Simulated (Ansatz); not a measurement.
Basis-set extrapolation for H₇NOSi₃ (`O[Si]N([SiH3])[SiH3]`) (PBE0-D4/def2-TZVP geometry, frozen core, Ansatz 0.2.0). Multiplicity 1, RHF reference.

```csv
,def2-TZVPP,def2-QZVPP
HF,-1000.368235,-1000.402462
MP2 correlation,-0.806855,-0.867609
CCSD(T) correlation,-0.894491,not run
```

Energies in hartree. Use E(X) = E(∞) + A·exp(−7.88·√X) for Hartree–Fock and E(X) = E(∞) + B·X^(−2.97) for correlation, with X = 3 and 4, and add CCSD(T) minus MP2 of the smaller set to the MP2 limit.

Question: What is the CCSD(T) energy at the basis-set limit?

Answer: HF limit: -1000.402462 + (-0.034227) × 0.13774 = -1000.40718. MP2 limit: -0.867609 + (-0.060754) × 0.74074 = -0.91261. Higher-order term: -0.894491 − (-0.806855) = -0.08764. Total: -1001.40743 hartree, 3.94 eV below CCSD(T)/def2-TZVPP.
